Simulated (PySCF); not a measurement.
ClGaH2S2, SMILES [SH][Ga]([SH])[Cl].

Geometry: PBE0-D3(BJ)/def2-SVP. The structure was generated by enumeration; whether it is a known compound was not checked. Other conformers were not sampled.

These are PySCF with PBE/def2-TZVP values and carry that method's errors.

Gas-phase values at a fixed geometry.

| Item | Result |
|---|---|
| total energy | -3181.99497 hartree |
| point group | C2v |
| highest occupied level | -6.71 eV |
| lowest empty level | -2.19 eV |
| orbital gap | 4.52 eV |
| dipole moment | 2.46 D |
| quadrupole, principal values (traceless, Buckingham form, about the centre of nuclear charge) | -5.21, -0.59, 5.80 D·Å |
| mean static polarisability | 80.5 bohr³ (11.93 Å³) |
| polarisability, principal values | 53.9, 89.3, 98.3 bohr³ |
